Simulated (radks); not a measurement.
Task: Coherent X-ray form factor from a spherical all-electron density. Method: scalar-relativistic Kohn-Sham, SCAN, spin-polarised, spherical densities, finite nucleus; meta-GGA in the generalised Kohn-Sham scheme; Fermi nuclear charge, rms radius of each element as measured or else 0.836 A^(1/3) + 0.57 fm; computed with a radial shooting solver on a logarithmic mesh with Libxc functionals.

sin(theta)/lambda (1/angstrom),f0 (electrons)
0.05,75.321
0.1,73.393
0.15,70.502
0.2,67.012
0.25,63.270
0.3,59.539
0.4,52.694
0.5,46.946
0.6,42.162
0.8,34.515
1,28.488
1.25,22.773
1.5,18.902
2,14.699

The species is in the configuration that NIST lists as its ground one. Which atom or ion scatters so?

Result: The gold ion Au3+, [Xe] 4f14 5d(up 5, down 3). Extrapolating in s^2 from the first two rows gives f0(0) = 76.0, near the electron count 76; among species with that count, the fall with angle is slower the higher Z, and the table is that of Z = 79; from so few rows the species is fixed only to a neighbour or two.
